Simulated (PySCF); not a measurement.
**Shieldings and the share of exact exchange**

Molecule: SMILES C[O+](C)[AlH2-][O][SiH3], C2H11AlO2Si.

Molfile (atoms numbered from 1):
```
C2H11AlO2Si
     RDKit          3D

 17 16  0  0  0  0  0  0  0  0999 V2000
   -1.1181   -1.2021   -0.1876 C   0  0  0  0  0  0  0  0  0  0  0  0
   -1.1292    0.1255    0.3167 O   0  0  0  0  0  0  0  0  0  0  0  0
   -2.4159    0.6786    0.5336 C   0  0  0  0  0  0  0  0  0  0  0  0
    0.4070    1.3343   -0.0221 Al  0  0  0  0  0  4  0  0  0  0  0  0
    1.6562    0.1501    0.1869 O   0  0  0  0  0  0  0  0  0  0  0  0
    3.1009   -0.5819    0.4095 Si  0  0  0  0  0  4  0  0  0  0  0  0
   -1.6409   -1.8670    0.5170 H   0  0  0  0  0  0  0  0  0  0  0  0
   -1.6040   -1.2409   -1.1761 H   0  0  0  0  0  0  0  0  0  0  0  0
   -0.0647   -1.4942   -0.2699 H   0  0  0  0  0  0  0  0  0  0  0  0
   -2.2685    1.6864    0.9428 H   0  0  0  0  0  0  0  0  0  0  0  0
   -2.9662    0.0624    1.2613 H   0  0  0  0  0  0  0  0  0  0  0  0
   -2.9780    0.7359   -0.4126 H   0  0  0  0  0  0  0  0  0  0  0  0
    0.1298    1.7705   -1.5358 H   0  0  0  0  0  0  0  0  0  0  0  0
    0.1627    2.3781    1.1622 H   0  0  0  0  0  0  0  0  0  0  0  0
    3.7496   -0.1571    1.6910 H   0  0  0  0  0  0  0  0  0  0  0  0
    2.9126   -2.0690    0.4652 H   0  0  0  0  0  0  0  0  0  0  0  0
    4.0525   -0.2855   -0.7087 H   0  0  0  0  0  0  0  0  0  0  0  0
  1  2  1  0
  2  3  1  0
  2  4  1  0
  4  5  1  0
  5  6  1  0
  1  7  1  0
  1  8  1  0
  1  9  1  0
  3 10  1  0
  3 11  1  0
  3 12  1  0
  4 13  1  0
  4 14  1  0
  6 15  1  0
  6 16  1  0
  6 17  1  0
M  CHG  2   2   1   4  -1
M  END
```

GIAO shieldings (ppm, equivalent atoms averaged) in PySCF 2.14.0 with density-fitted response routines on the PBE0-D3(BJ)/def2-SVP geometry, basis pcSseg-1, gas phase, non-relativistic:

```csv
functional,exact exchange (%),σ(C1/C3),σ(O5),σ(O2),σ(Al4)
BLYP,0,114.0,290.5,311.9,429.9
BP86,0,118.6,295.5,317.9,429.7
PBE,0,119.2,294.9,317.0,429.1
B3LYP,20,119.1,301.2,323.2,440.2
PBE0,25,125.0,307.6,329.9,443.6
mPW1PW91,25,124.1,307.4,329.1,444.4
HF,100,136.3,326.9,355.9,487.6
```

Q: Fit each shielding as a line in the percentage of exact exchange.

A: σ(C1/C3) = 117.7 + 0.19 x (rms 2.1 ppm); σ(O5) = 295.3 + 0.33 x (rms 2.8 ppm); σ(O2) = 316.6 + 0.40 x (rms 2.5 ppm); σ(Al4) = 429.4 + 0.58 x (rms 0.5 ppm). The functionals also differ in their semilocal parts, which the line can't hold; Hartree–Fock has no correlation at all.

Q: What does the line predict for BHandHLYP (50 %), and what does the run give?

A: σ(C1/C3): 127.2 predicted, 125.8 computed; σ(O5): 311.8 predicted, 312.9 computed; σ(O2): 336.6 predicted, 337.0 computed; σ(Al4): 458.4 predicted, 456.5 computed ppm.
